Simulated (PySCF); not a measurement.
Compound: C2H10BOP.
Bonds: C1–O2, O2–C3, O2–B4, B4–P5. Hydrogens: H6, H7, H8 on C1; H9, H10, H11 on C3; H12, H13 on B4; H14, H15 on P5.

Method: PBE0-D3(BJ)/def2-SVP geometry optimisation, gas phase (PySCF); density fitting, grid level 1; the optimiser is geomeTRIC in internal coordinates, started from a GFN2-xTB structure with every atom displaced at random (about 0.01 Å).

Step 0: E = -14232.3790 eV
```
atom  x, y, z in Å  |  force x, y, z in eV/Å
C1     -1.5952   -0.8688   -0.1711   -1.186   1.207  -0.325
O2     -0.5147   -0.0437   -0.5477    0.331   0.131   0.521
C3     -0.7773    1.3336   -0.3186    0.931   0.055   1.202
B4      0.9275   -0.5525    0.1326   -0.265   0.574  -0.359
P5      2.2723    0.4388   -0.8492   -0.743   0.422  -0.929
H6     -1.8161   -0.7734    0.8957    0.126  -0.060   0.327
H7     -1.3621   -1.8741   -0.4316    0.338  -1.065  -0.240
H8     -2.4847   -0.5194   -0.7388    0.203  -0.265   0.143
H9     -0.9021    1.5423    0.7757   -0.004  -0.262  -0.535
H10    -1.6468    1.6456   -0.8572   -0.884   0.196  -0.626
H11     0.1032    1.8847   -0.6597    0.034   0.070  -0.182
H12     0.8294   -0.3152    1.3049   -0.229   0.133   0.443
H13     0.9176   -1.6962   -0.1476    0.078  -0.931  -0.208
H14     3.3172   -0.3534   -0.4616    1.099  -0.952   0.225
H15     2.5860    1.3704    0.1359    0.170   0.747   0.543
```

Step 1: E = -14232.5540 eV
```
atom  x, y, z in Å  |  force x, y, z in eV/Å
C1     -1.6256   -0.8563   -0.1423    0.196  -0.383  -0.035
O2     -0.5280   -0.0301   -0.5122   -0.030   0.089   0.014
C3     -0.7792    1.3572   -0.3293   -0.294   0.140  -0.233
B4      0.9096   -0.5471    0.1023   -0.023  -0.119   0.044
P5      2.3191    0.4802   -0.8205    0.216  -0.039   0.315
H6     -1.7911   -0.8095    0.9452    0.013   0.012   0.019
H7     -1.3570   -1.8842   -0.4343   -0.059   0.208   0.094
H8     -2.5215   -0.5348   -0.6832   -0.093   0.105  -0.092
H9     -0.9026    1.5906    0.7381    0.012  -0.023   0.089
H10    -1.6892    1.6374   -0.8936    0.196  -0.093   0.125
H11     0.0805    1.8980   -0.7374    0.065   0.024  -0.029
H12     0.7747   -0.3661    1.3070    0.025  -0.001  -0.049
H13     0.9205   -1.7200   -0.2340    0.061   0.065   0.022
H14     3.3956   -0.4105   -0.4715   -0.250   0.141  -0.110
H15     2.6484    1.4140    0.2277   -0.036  -0.125  -0.175
```

Q: Estimate the geometry and energy of step 2. (The exact step hangs on the optimiser's Hessian estimate; all steps are aligned on step 1, rigid shifts and turns removed.)

A: E = -14232.5645 eV, largest force 0.087 eV/Å
```
atom  x, y, z in Å  |  force x, y, z in eV/Å
C1     -1.6207   -0.8591   -0.1448   -0.019  -0.027  -0.038
O2     -0.5262   -0.0261   -0.5078    0.056   0.003   0.016
C3     -0.7858    1.3616   -0.3319   -0.057   0.037  -0.021
B4      0.9105   -0.5457    0.1117   -0.014  -0.024   0.006
P5      2.3129    0.4838   -0.8101    0.030  -0.005   0.082
H6     -1.7935   -0.8071    0.9419   -0.012   0.005   0.002
H7     -1.3511   -1.8824   -0.4282    0.005   0.024   0.010
H8     -2.5124   -0.5303   -0.6979   -0.001  -0.008   0.017
H9     -0.9098    1.5919    0.7389    0.013   0.003  -0.006
H10    -1.6932    1.6280   -0.8938    0.018  -0.015   0.018
H11     0.0732    1.9064   -0.7420    0.006  -0.015   0.000
H12     0.7820   -0.3705    1.3158   -0.018   0.013  -0.014
H13     0.9334   -1.7144   -0.2289    0.020   0.014   0.002
H14     3.3707   -0.4201   -0.4920   -0.036   0.013  -0.049
H15     2.6639    1.4026    0.2308    0.008  -0.018  -0.024
```

The energy changes by -0.0106 eV. The first-order estimate −F·Δx gives -0.0175 eV and the mean of the old and new forces, exact on a quadratic surface, -0.0104 eV. The step makes an angle of 70° with the force vector and moves no atom by more than 0.034 Å.

The cost below is that of the whole optimisation. The run took 2.1 min wall on an Arm Neoverse N1 with one thread, shared host with 64 logical CPUs at a one-minute load of 29, and the process peaked at 0.52 GiB of memory.
